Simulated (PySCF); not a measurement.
A calculated (r2SCAN, PySCF 2.14, dyall-acv3z, scalar relativity by spin-free X2C-1e) atom or ion has these occupied shells.

| shell | electrons | orbital energy (eV) | rms radius, mean of both spins (bohr) |
| --- | --- | --- | --- |
| 1s α | 1 | -292.43 | 0.314 |
| 1s β | 1 | -291.95 | 0.314 |
| 2s β | 1 | -25.190 | 1.62 |
| 2p α | 2 | -18.238 | 1.66 |

Question: Name the element and its charge.

Answer: C⁺ (carbon, charge +1), in [He] 2s1 2p2, 2s spin antiparallel (an excited configuration).
